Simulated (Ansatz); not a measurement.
Reading a saddle point

A first-order saddle point of Si₃N₃H₁₂, doublet, PBE0-D4/def2-TZVP, with one imaginary mode of 1219i cm⁻¹:

| atom | x (Å) | y (Å) | z (Å) |
| --- | --- | --- | --- |
| Si1 | 0.7216 | 0.1392 | 0.8238 |
| N2 | 1.0731 | -0.0397 | -1.0457 |
| Si3 | -0.1522 | -0.7519 | -2.0920 |
| N4 | -0.4840 | 1.4445 | 0.8821 |
| Si5 | -2.1460 | 1.2155 | 1.2859 |
| H6 | -0.2499 | -0.9875 | 1.0278 |
| H7 | 1.9033 | -0.7765 | -0.5355 |
| N8 | 2.2387 | -1.1344 | 0.7579 |
| H9 | 1.4845 | 0.8027 | -1.4339 |
| H10 | -1.4076 | 0.0357 | -2.0630 |
| H11 | -0.3926 | -2.1279 | -1.5977 |
| H12 | 0.3692 | -0.7929 | -3.4839 |
| H13 | -0.1284 | 2.3802 | 1.0135 |
| H14 | -2.3585 | 0.5967 | 2.6263 |
| H15 | -2.8153 | 0.3290 | 0.2955 |
| H16 | -2.8296 | 2.5399 | 1.2864 |
| H17 | 2.0586 | -2.0673 | 1.1118 |
| H18 | 3.1149 | -0.8053 | 1.1406 |

Program: Ansatz 0.2.0. Basis: def2-TZVPP and def2-QZVPP. Cores are frozen in the correlated methods; orbitals are unrestricted. Extrapolation: Hartree–Fock as exp(−7.88 √X), correlation as X^−2.97.

Problem. Which contacts change along the imaginary mode, and what lies on either side? (Judge from chemistry; the calculation decides.)

Solution. Computed: The step is Si₃N₂H₉ ([SiH3][NH][SiH][NH][SiH3]) + NH₃ → Si₂N₂H₇ ([NH2][SiH][NH][SiH3]) + SiNH₅ ([NH2][SiH3]), with the molecules in contact on both sides. Shortening one way: Si1–N8, N2–H7; lengthening the same way: Si1–N2, H7–N8.
| pair | one side (Å) | saddle (Å) | other side (Å) |
| --- | --- | --- | --- |
| Si1–N8 | 3.00 | 1.98 | 1.72 |
| N2–H7 | 3.55 | 1.22 | 1.01 |
| Si1–N2 | 1.73 | 1.91 | 3.86 |
| H7–N8 | 1.01 | 1.38 | 5.55 |

Problem. Which side is lower, and how far does the saddle lie above each? (To be estimated.)

Solution. By the calculation: The side with Si1–N2, H7–N8 short is lower by 0.147 eV; the saddle lies 1.354 eV above it and 1.207 eV above the other (CCSD(T) at an estimated basis limit (MP2 extrapolated from triple and quadruple zeta, plus CCSD(T) − MP2 in triple zeta); electronic energies).

The T1 diagnostic stays at or below 0.014. ⟨S²⟩ of the unrestricted Hartree–Fock references: 0.75 to 0.76 (a pure state has 0.75).

Labels in which every atom is bracketed show which atoms are joined, not bond orders.

For scale, one of the runs: CCSD(T)/def2-TZVPP, 387 basis functions, launched by `ansatz run in.yaml --threads 4 --pin off --events-out ev --progress --plain --max-ram 41984MiB --backend cuda --devices 0, --max-vram 37GiB`. Hardware: 4 CPU threads of an AMD EPYC 7R13 and a share of one NVIDIA H100, shared host. Wall time 43 s; peak host memory 1.6 GiB.
